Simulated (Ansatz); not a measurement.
Reactions of CH$_{8}$AsBSi, SMILES `[SiH3]CB[AsH2]`.

Gas-phase electronic energies from Ansatz, PBE0-D4/def2-TZVP geometries. CBS: MP2 limit from def2 TZ/QZ plus the TZ coupled-cluster correction, frozen cores. This one scheme is used for every species. DFT in def2-TZVPP. B3LYP here is the variant with VWN-RPA as its local correlation; programs differ in this. For As, Ga, Ge outer-core shells are correlated without core-valence functions, which leaves a few kJ/mol of doubt a bond. Scalar relativity is left out up to krypton. Each species was taken in one conformer, which may not be the lowest.

```
                                                            reaction  HF/CBS(def2) (kJ/mol)  PBE-D4 (kJ/mol)  B3LYP-D4 (kJ/mol)
`[SiH3]CB[AsH2]` + `[OH][GaH2]` → `[OH][GaH][CH2][SiH3]` + `B[AsH2]`                     16               25                 22
   `[SiH3]CB[AsH2]` + `S[S][GeH3]` → `[GeH3][S]S[AsH2]` + `BC[SiH3]`                     -1               -1                 -6
         `[SiH3]CB[AsH2]` + `C[SiH3]` → `C[SiH2][AsH2]` + `BC[SiH3]`                     -9               -5                 -6
                 `[SiH3]CB[AsH2]` + `NCF` → `FCNC[SiH3]` + `B[AsH2]`                     94              109                105
                 `[SiH3]CB[AsH2]` + `C=C` → `C=CBC[SiH3]` + `[AsH3]`                     -5                3                 -2
```

Question: Give the CCSD(T)/CBS values in the same order. (Estimate.)

Answer: The calculation gave: 14, 4, -4, 107, 4 kJ/mol.

Largest T1 diagnostic: 0.015, for `[OH][GaH2]`.
